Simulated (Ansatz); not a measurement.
The same group exchange along the group C, Ge, Sn.

Program: Ansatz. Geometries: PBE0-D4/def2-TZVP. ΔE: electronic, gas phase. CCSD(T)/CBS adds triple-zeta CCSD(T) − MP2 to the extrapolated MP2 energy (def2 sets, frozen cores). This one scheme is used for every species. Functionals use def2-TZVPP. def2 core potentials past Kr. For Ga, Ge, Sn outer-core shells are correlated without core-valence functions, which leaves a few kJ/mol of doubt a bond. Scalar relativity is left out up to krypton. One conformer a species, not always the lowest.

```
                                        reaction  ωB97M-V (kJ/mol)  LDA (SPW92) (kJ/mol)  r2SCAN-D4 (kJ/mol)  MP2/CBS(def2) (kJ/mol)  CCSD(T)/CBS(def2) (kJ/mol)
         `CBN` + `[GaH3]` → `[CH3][GaH2]` + `BN`                12                    17                  13                       4                           6
`N[BH][GeH3]` + `[GaH3]` → `[GaH2][GeH3]` + `BN`               -43                   -39                 -44                     -45                         -44
`N[BH][SnH3]` + `[GaH3]` → `[GaH2][SnH3]` + `BN`               -60                   -57                 -61                     -63                         -62
```

Largest T1 diagnostic: 0.014, for `N[BH][SnH3]`.
